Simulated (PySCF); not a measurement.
CH5N2 (SMILES NC=[NH2+]), charge +1, singlet, geometry from GFN2-xTB, with bond 5-1 at 2.0 times its length; TPSS/def2-SV(P) (PySCF).

PySCF was given this input:
```python
from pyscf import gto, scf, dft

mol = gto.Mole()
mol.atom = '''
    N     1.14797274    0.20018934    0.03700286
    C     0.00000738   -0.40400940    0.15397542
    N    -1.14797868    0.12474531   -0.16084144
    H     1.21954645    1.14751701   -0.31697552
    H     2.87516798   -0.71371498    0.55577126
    H     0.00002593   -1.41964718    0.54105366
    H    -1.21958691    1.06736807   -0.52715794
    H    -2.01155856   -0.38896122   -0.05028975
'''
mol.basis = 'def2-sv(p)'
mol.charge = 1
mol.verbose = 4
mol.build()

mf = dft.RKS(mol)
mf.xc = 'tpss'
mf.diis = False
mf.max_cycle = 100
mf.kernel()
mf.analyze()
```

What the program printed (banner, timings and long lists left out):

```
PySCF version 2.14.0

[INPUT] verbose = 4
[INPUT] num. atoms = 8
[INPUT] num. electrons = 24
[INPUT] charge = 1
[INPUT] spin (= nelec alpha-beta = 2S) = 0
[INPUT] symmetry False subgroup None
[INPUT] Mole.unit = angstrom
[INPUT] Symbol           X                Y                Z      unit          X                Y                Z       unit  Magmom
[...]
nuclear repulsion = 77.2647446593074
number of shells = 28
number of NR pGTOs = 92
number of NR cGTOs = 52
basis = def2-sv(p)
ecp = {}

******** <class 'pyscf.dft.rks.RKS'> ********
method = RKS
initial guess = minao
damping factor = 0
level_shift factor = 0
DIIS disabled
SCF conv_tol = 1e-09
SCF conv_tol_grad = None
SCF max_cycles = 100
direct_scf = True
direct_scf_tol = 1e-13
XC library pyscf.dft.libxc version 7.1.2
    S. Lehtola, C. Steigemann, M. J. T. Oliveira, and M. A. L. Marques,  SoftwareX 7, 1–5 (2018)
XC functionals = tpss
    J. Tao, J. P. Perdew, V. N. Staroverov, and G. E. Scuseria,  Phys. Rev. Lett. 91, 146401 (2003)
    J. P. Perdew, J. Tao, V. N. Staroverov, and G. E. Scuseria,  J. Chem. Phys. 120, 6898 (2004)
    J. Tao, J. P. Perdew, V. N. Staroverov, and G. E. Scuseria,  Phys. Rev. Lett. 91, 146401 (2003)
    J. P. Perdew, J. Tao, V. N. Staroverov, and G. E. Scuseria,  J. Chem. Phys. 120, 6898 (2004)
radial grids:
    Treutler-Ahlrichs [JCP 102, 346 (1995); DOI:10.1063/1.469408] (M4) radial grids

becke partition: Becke, JCP 88, 2547 (1988); DOI:10.1063/1.454033
pruning grids: <function nwchem_prune>
grids dens level: 3
symmetrized grids: False
atomic radii adjust function: <function treutler_atomic_radii_adjust>
small_rho_cutoff = 0
Set gradient conv threshold to 3.16228e-05
Initial guess from minao.
tot grids = 90968
init E= -150.635093243791
[...]
cycle= 1 E= -150.058505068002  delta_E= 0.577  |g|= 0.382  |ddm|= 2.65
[...]
cycle= 2 E= -149.233112756052  delta_E= 0.825  |g|= 1.15  |ddm|= 2.22
[...]
cycle= 3 E= -148.950210247387  delta_E= 0.283  |g|= 2.14  |ddm|= 2.78
[...]
cycle= 4 E= -146.86415351479  delta_E= 2.09  |g|= 3.02  |ddm|= 4.64
[...]
cycle= 5 E= -145.701020576721  delta_E= 1.16  |g|= 4.17  |ddm|= 5.73
[...]
cycle= 6 E= -141.123650824762  delta_E= 4.58  |g|= 4.37  |ddm|= 16.1
[...]
cycle= 7 E= -138.856139919034  delta_E= 2.27  |g|= 5.45  |ddm|= 16.9
[...]
cycle= 8 E= -130.31687201376  delta_E= 8.54  |g|= 6.27  |ddm|= 36.6
[...]
cycle= 9 E= -136.495153349525  delta_E= -6.18  |g|= 5.76  |ddm|= 36.7
[...]
cycle= 10 E= -124.970968830849  delta_E= 11.5  |g|= 6.41  |ddm|= 55.1
[...]
cycle= 11 E= -135.841296767243  delta_E= -10.9  |g|= 5.91  |ddm|= 55.1
[...]
cycle= 12 E= -124.760722017732  delta_E= 11.1  |g|= 6.39  |ddm|= 53.9
[...]
cycle= 13 E= -135.802535186936  delta_E=  -11  |g|= 5.93  |ddm|= 53.9
[...]
cycle= 14 E= -124.74883620821  delta_E= 11.1  |g|= 6.39  |ddm|=   54
[...]
cycle= 15 E= -135.799541176932  delta_E= -11.1  |g|= 5.93  |ddm|=   54
[...]
cycle= 16 E= -124.748698407401  delta_E= 11.1  |g|= 6.39  |ddm|= 54.1
[...]
cycle= 17 E= -135.798605073931  delta_E=  -11  |g|= 5.93  |ddm|= 54.1
[...]
cycle= 18 E= -124.749237030914  delta_E=   11  |g|= 6.39  |ddm|= 54.1
[...]
cycle= 19 E= -135.798230313065  delta_E=  -11  |g|= 5.93  |ddm|= 54.1
[...]
cycle= 20 E= -124.74958280169  delta_E=   11  |g|= 6.39  |ddm|= 54.1
[...]
cycle= 21 E= -135.798067269565  delta_E=  -11  |g|= 5.93  |ddm|= 54.1
[...]
cycle= 22 E= -124.74975862198  delta_E=   11  |g|= 6.39  |ddm|= 54.1
[...]
cycle= 23 E= -135.797993640095  delta_E=  -11  |g|= 5.93  |ddm|= 54.1
[...]
cycle= 24 E= -124.749842532396  delta_E=   11  |g|= 6.39  |ddm|= 54.1
[...]
cycle= 25 E= -135.797959887768  delta_E=  -11  |g|= 5.93  |ddm|= 54.1
[...]
cycle= 26 E= -124.749881761547  delta_E=   11  |g|= 6.39  |ddm|= 54.1
[...]
cycle= 27 E= -135.797944329957  delta_E=  -11  |g|= 5.93  |ddm|= 54.1
[...]
cycle= 28 E= -124.749899972071  delta_E=   11  |g|= 6.39  |ddm|= 54.1
[...]
cycle= 29 E= -135.797937144698  delta_E=  -11  |g|= 5.93  |ddm|= 54.1
[...]
[...]
[...]
cycle= 62 E= -124.749915660531  delta_E=   11  |g|= 6.39  |ddm|= 54.1
[...]
cycle= 63 E= -135.797930968892  delta_E=  -11  |g|= 5.93  |ddm|= 54.1
[...]
cycle= 64 E= -124.749915660549  delta_E=   11  |g|= 6.39  |ddm|= 54.1
[...]
cycle= 65 E= -135.797930968885  delta_E=  -11  |g|= 5.93  |ddm|= 54.1
[...]
cycle= 66 E= -124.749915660551  delta_E=   11  |g|= 6.39  |ddm|= 54.1
[...]
cycle= 67 E= -135.79793096888  delta_E=  -11  |g|= 5.93  |ddm|= 54.1
[...]
cycle= 68 E= -124.749915660559  delta_E=   11  |g|= 6.39  |ddm|= 54.1
[...]
cycle= 69 E= -135.79793096888  delta_E=  -11  |g|= 5.93  |ddm|= 54.1
[...]
cycle= 70 E= -124.749915660558  delta_E=   11  |g|= 6.39  |ddm|= 54.1
[...]
cycle= 71 E= -135.797930968879  delta_E=  -11  |g|= 5.93  |ddm|= 54.1
[...]
cycle= 72 E= -124.74991566056  delta_E=   11  |g|= 6.39  |ddm|= 54.1
[...]
cycle= 73 E= -135.797930968879  delta_E=  -11  |g|= 5.93  |ddm|= 54.1
[...]
cycle= 74 E= -124.749915660561  delta_E=   11  |g|= 6.39  |ddm|= 54.1
[...]
cycle= 75 E= -135.797930968879  delta_E=  -11  |g|= 5.93  |ddm|= 54.1
[...]
cycle= 76 E= -124.74991566056  delta_E=   11  |g|= 6.39  |ddm|= 54.1
[...]
cycle= 77 E= -135.797930968879  delta_E=  -11  |g|= 5.93  |ddm|= 54.1
[...]
cycle= 78 E= -124.749915660555  delta_E=   11  |g|= 6.39  |ddm|= 54.1
[...]
cycle= 79 E= -135.797930968878  delta_E=  -11  |g|= 5.93  |ddm|= 54.1
[...]
cycle= 80 E= -124.749915660561  delta_E=   11  |g|= 6.39  |ddm|= 54.1
[...]
cycle= 81 E= -135.797930968878  delta_E=  -11  |g|= 5.93  |ddm|= 54.1
[...]
cycle= 82 E= -124.749915660561  delta_E=   11  |g|= 6.39  |ddm|= 54.1
[...]
cycle= 83 E= -135.797930968878  delta_E=  -11  |g|= 5.93  |ddm|= 54.1
[...]
cycle= 84 E= -124.749915660558  delta_E=   11  |g|= 6.39  |ddm|= 54.1
[...]
cycle= 85 E= -135.797930968878  delta_E=  -11  |g|= 5.93  |ddm|= 54.1
[...]
cycle= 86 E= -124.749915660561  delta_E=   11  |g|= 6.39  |ddm|= 54.1
[...]
cycle= 87 E= -135.797930968879  delta_E=  -11  |g|= 5.93  |ddm|= 54.1
[...]
cycle= 88 E= -124.749915660564  delta_E=   11  |g|= 6.39  |ddm|= 54.1
[...]
cycle= 89 E= -135.797930968879  delta_E=  -11  |g|= 5.93  |ddm|= 54.1
[...]
cycle= 90 E= -124.749915660559  delta_E=   11  |g|= 6.39  |ddm|= 54.1
[...]
cycle= 91 E= -135.797930968878  delta_E=  -11  |g|= 5.93  |ddm|= 54.1
[...]
cycle= 92 E= -124.749915660557  delta_E=   11  |g|= 6.39  |ddm|= 54.1
[...]
cycle= 93 E= -135.797930968878  delta_E=  -11  |g|= 5.93  |ddm|= 54.1
[...]
cycle= 94 E= -124.749915660559  delta_E=   11  |g|= 6.39  |ddm|= 54.1
[...]
cycle= 95 E= -135.797930968879  delta_E=  -11  |g|= 5.93  |ddm|= 54.1
[...]
cycle= 96 E= -124.749915660556  delta_E=   11  |g|= 6.39  |ddm|= 54.1
[...]
cycle= 97 E= -135.797930968878  delta_E=  -11  |g|= 5.93  |ddm|= 54.1
[...]
cycle= 98 E= -124.749915660557  delta_E=   11  |g|= 6.39  |ddm|= 54.1
[...]
cycle= 99 E= -135.797930968879  delta_E=  -11  |g|= 5.93  |ddm|= 54.1
[...]
cycle= 100 E= -124.749915660558  delta_E=   11  |g|= 6.39  |ddm|= 54.1
SCF not converged.
SCF energy = -124.749915660558
**** SCF Summaries ****
Total Energy =                        -124.749915660558059
Nuclear Repulsion Energy =              77.264744659307439
One-electron Energy =                 -319.949873437714302
Two-electron Energy =                  117.935213117848804
Two-electron Coulomb Energy =          138.485840561636195
DFT Exchange-Correlation Energy =      -20.550627443787398
HOMO-LUMO gap [eV] =                     0.817479949859505
**** MO energy ****
[...]
 ** Mulliken pop on meta-lowdin orthogonal AOs  **
 ** Mulliken pop  **
 ** Mulliken atomic charges  **
charge of    0N =      4.10614
charge of    1C =     -5.59397
charge of    2N =      4.40185
charge of    3H =      0.96108
charge of    4H =     -1.00398
charge of    5H =     -2.89518
charge of    6H =      0.98588
charge of    7H =      0.03819

WARN: System has nonzero charge 1; the dipole moment is origin-dependent.
Location of origin: [0. 0. 0.]

Dipole moment(X, Y, Z, Debye): -19.37631, 75.22600, -30.58479
```

Convergence was not reached.
